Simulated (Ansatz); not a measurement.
Reaction (atomization): `N[SiH](Cl)[Si](N)(Cl)Cl` → 3 Cl• + 5 H• + 2 N• + 2 Si•

Calculated with Ansatz (gas phase, PBE0-D4/def2-TZVP geometries, no zero-point term in ΔE). CCSD(T)/CBS adds triple-zeta CCSD(T) − MP2 to the extrapolated MP2 energy (def2 sets, frozen cores). This one scheme is used for every species, atoms too. DFT in def2-TZVPP. Open shells (•) are unrestricted, without spin–orbit coupling. Spin–orbit coupling would lower the free atoms: a little for Cl, Si. One conformer a species, not always the lowest.

```tsv
species	PBE-D4 energy (Eh)
`N[SiH](Cl)[Si](N)(Cl)Cl`	-2071.47187
Cl•	-459.95843
H•	-0.49962
N•	-54.53214
Si•	-289.22289
```

(1) Work out ΔE.

Largest T1 diagnostic among the species: 0.012.

Results:

(1) ΔE = 5 × (-0.49962) + 3 × (-459.95843) + 2 × (-54.53214) + 2 × (-289.22289) − (-2071.47187) = 1.58842 Eh = +4170.4 kJ/mol. CCSD(T)/CBS gives +4110.3 kJ/mol.

In def2-TZVPP, CCSD(T) changes the Hartree–Fock value by +1076.5 kJ/mol (the triples alone add +74.7 kJ/mol) and MP2 by +1175.5 kJ/mol; breaking electron pairs costs correlation energy, which Hartree–Fock lacks. From PBE to PBE0 (25 % exact exchange), in def2-TZVPP and without D4, ΔE moves by −63.0 kJ/mol: exact exchange takes away binding that semilocal exchange gives to molecules. The D4 term adds +75.0 kJ/mol with B3LYP and +40.2 kJ/mol with PBE0; it sums over pairs of atoms, weighted by their polarisabilities, and B3LYP, whose exchange is more repulsive, gets the larger term.

B3LYP here is the variant with VWN-RPA as its local correlation; programs differ in this.

For atomizations the MP2-based limit and the directly extrapolated one differ by several kJ/mol either way, and by 10 to 25 for some Ge, Se and Sn compounds, so smaller differences from it don't rank the levels.
